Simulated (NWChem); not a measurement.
Species: BBrF2; SMILES FB(F)Br

Computed with NWChem. Structure relaxed at the PBE0/def2-SVP level. Vertical excitations in the gas phase; the lowest state need not have the same character in each row.

```tsv
level	lowest excitation, singlet (eV)	oscillator strength of that lowest state	lowest state with f > 0.02, singlet (eV)	oscillator strength of that bright state	orbital gap (eV)
PBE/def2-SVP, TDA	6.37	0.000	7.49	0.106	6.30
B3LYP/def2-SVP, TDA	6.86	0.000	7.88	0.105	8.19
LDA (Slater exchange, VWN5)/def2-SVP, TDA	6.25	0.000	7.42	0.110	6.17
CAM-B3LYP/def2-SVP, TDA	7.25	0.000	8.20	0.102	11.26
```
